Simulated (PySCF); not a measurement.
Species: C₃H₉FSSi.
SMILES: `CS[C@@H](C)[SiH2]F`

Method: PySCF, TDDFT CAM-B3LYP/def2-SVPD, vertical, gas phase, core orbitals frozen in the response. Isolated species at its GFN2-xTB geometry (one conformer only). Torsions of this conformer, `[CH3:1][S:2][C@@H:3]([CH3:4])[SiH2:5][F:6]`: C1–S2–C3–C4 74°, S2–C3–Si5–F6 178°.

Each state is given a Gaussian of 0.5 eV full width at half maximum, with ε(max) = 2.175×10⁸ f / Δν̃ (Δν̃ the width in cm⁻¹). The width is an assumption, not a result. The curve ends short of the highest state used, and states not computed would add to its high-energy end.

```tsv
E (eV)	ε (L mol⁻¹ cm⁻¹)
4.51	0
4.60	1
4.68	3
4.76	7
4.85	16
4.93	32
5.02	57
5.10	81
5.18	102
5.27	114
5.35	117
5.44	127
5.52	165
5.60	250
5.69	412
5.77	597
5.86	812
5.94	973
6.02	1086
6.11	1145
6.19	1129
6.28	1026
6.36	874
6.44	714
6.53	616
6.61	675
6.70	934
6.78	1288
6.86	1657
6.95	1960
```

Q: Where are the band maxima, and which computed states make them?

A: 202 nm (6.13 eV), ε about 1100, made up of S2 (38%) and S3 (61%) (ε in L mol⁻¹ cm⁻¹; maxima over ε = 5, shares over 10%). At its high-energy end, 6.95 eV, the curve is still rising (ε about 2000, from S4 and S5). The states used: S1 5.26 eV (f 0.0020); S2 5.93 eV (f 0.013); S3 6.26 eV (f 0.016); S4 6.94 eV (f 0.026); S5 7.12 eV (f 0.013); S6 7.36 eV (f 0.0060); S7 7.49 eV (f 0.0032); S8 7.55 eV (f 0.025).

Q: Coming from long wavelengths, where does ε first pass 100 L mol⁻¹ cm⁻¹?

A: At about 240 nm (5.17 eV), 0.09 eV below S1.

Q: On this curve, what absorbance would a 10⁻⁴ mol/L sample give at 193 nm over a 1 cm path?

A: 193 nm is 6.424 eV, where ε is about 740 L mol⁻¹ cm⁻¹, so A = ε c l ≈ 0.074 (Beer–Lambert, with the gas-phase spectrum and the assumed width).

Q: What would ε be at 6.13 eV, the highest of these maxima, with half the width (0.25 eV)?

A: About 1040 L mol⁻¹ cm⁻¹ against 1150, a factor of about 0.9; a lone state at its own centre would give exactly 2.

The run took 50 s wall (grids of density and orbitals included) on an Arm Neoverse V1 with one thread, shared host with 32 logical CPUs at a one-minute load of 24, and the process peaked at 0.93 GiB of memory.

Without π bonds the low states are Rydberg-like; a valence basis with one diffuse set may place them up to an eV too high.
